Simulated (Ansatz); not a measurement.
Geometry optimisation, Ansatz 0.2.0, RKS PBE0/6-31G*.

Input file:

```yaml
crystal:
  periodic: [false, false, false]
  atoms:
    - { symbol: Al, position_ang: [-0.183805, 0.580927, -0.399197] }
    - { symbol: H, position_ang: [-0.096326, 0.019624, 2.302877] }
    - { symbol: F, position_ang: [1.193486, -0.306496, -0.551098] }
    - { symbol: "N", position_ang: [-1.683106, -0.048359, -1.092428] }
    - { symbol: H, position_ang: [-1.760902, -0.964606, -1.51048] }
    - { symbol: H, position_ang: [-2.579168, 0.417342, -1.098151] }
    - { symbol: O, position_ang: [-0.042448, 2.137819, 0.383652] }
    - { symbol: H, position_ang: [-0.828619, 2.685717, 0.470335] }
    - { symbol: H, position_ang: [-0.052212, 0.685433, 2.055689] }
basis:
  gaussian: { orbitals: "6-31G*" }
hamiltonian:
  xc: pbe0
relax:
  f_tol: 0.03
  max_steps: 50
```

Run as:

```bash
$ ansatz run input.yaml --threads 1 --pin off --max-ram 2048MiB --backend cpu --events-out ev --progress --plain --runs-dir out
```

Question: Where does it end, and by what steps?

Answer: It converged. The force dipped under the threshold on the way, but the program's further checks kept it going. After 17 steps the energy has fallen by 0.090 eV; H2 moved furthest, 0.81 Å.

| step | energy less start (eV) | largest force component (eV/Å) | accepted |
| --- | --- | --- | --- |
| 0 | 0.0000 | 1.470 | yes |
| 1 | -0.0698 | 0.635 | yes |
| 2 | -0.0774 | 0.313 | yes |
| 3 | -0.0815 | 0.091 | yes |
| 4 | -0.0824 | 0.076 | yes |
| 5 | -0.0824 | 0.083 | yes |
| 6 | -0.0830 | 0.040 | yes |
| 7 | -0.0834 | 0.105 | yes |
| 8 | -0.0838 | 0.112 | yes |
| 9 | -0.0844 | 0.132 | yes |
| 10 | -0.0850 | 0.213 | yes |
| 11 | -0.0861 | 0.113 | yes |
| 12 | -0.0876 | 0.027 | yes |
| 13 | -0.0870 | 0.261 | no |
| 14 | -0.0882 | 0.121 | yes |
| 15 | -0.0889 | 0.078 | yes |
| 16 | -0.0893 | 0.024 | yes |
| 17 | -0.0895 | 0.027 | yes |

```xyz
9
Properties=species:S:1:pos:R:3
Al -0.163 0.579 -0.668
H -0.165 0.286 3.065
F 1.222 -0.218 -1.075
N -1.706 -0.054 -1.251
H -1.788 -0.899 -1.799
H -2.614 0.356 -1.091
O 0.003 1.978 0.291
H -0.763 2.456 0.620
H -0.060 0.724 2.470
```

Whether the end is a true minimum wasn't checked by a vibrational analysis.

Run time: 24 s on 1 thread of AMD EPYC 9R45 96-Core Processor (Zen 5) (shared host), peak memory 0.18 GiB.
